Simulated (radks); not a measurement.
Effect of the nuclear size on the tin ion Sn3+, [Kr] 4d10 5s1. All-electron calculation, Dirac Kohn-Sham, relativistic LDA (MacDonald-Vosko exchange, VWN5 correlation), spin-unpolarised, spherical densities, finite nucleus; Fermi nuclear charge, rms radius 4.6519 fm. Program: a radial shooting solver on a logarithmic mesh with Libxc functionals. The rms radius is varied about that value; shifts are against it.

rms radius (fm)  total energy shift (eV)  density at nucleus (e/bohr^3)  1s1/2 shift (meV)  2s1/2 shift (meV)  4s1/2 shift (meV)  4p1/2 shift (meV)  5s1/2 shift (meV)  5p1/2 (empty) shift (meV)  6s1/2 (empty) shift (meV)
4.0053                             -1.06                      1.933e+05               -441              -50.5              -1.94              0.128             -0.252                      0.035                     -0.058
4.3821                            -0.457                      1.907e+05               -191              -21.9             -0.838              0.055             -0.109                      0.015                     -0.025
4.6519                                 0                      1.889e+05              0.000              0.000              0.000              0.000              0.000                      0.000                      0.000
4.8333                             0.320                      1.878e+05                134               15.3              0.587             -0.039              0.077                     -0.011                      0.017
5.8149                              2.23                      1.826e+05                931                107               4.09             -0.270              0.533                     -0.073                      0.122

Slopes of the eigenvalues against <r^2> in GHz/fm^2, as finite differences over the two radii next to the reference (eigenvalue slopes, not the field-shift constants of lines): 1s1/2 18900, 2s1/2 2160, 4s1/2 82.9, 4p1/2 -5.46, 5s1/2 10.8, 6s1/2 (empty) 2.46.
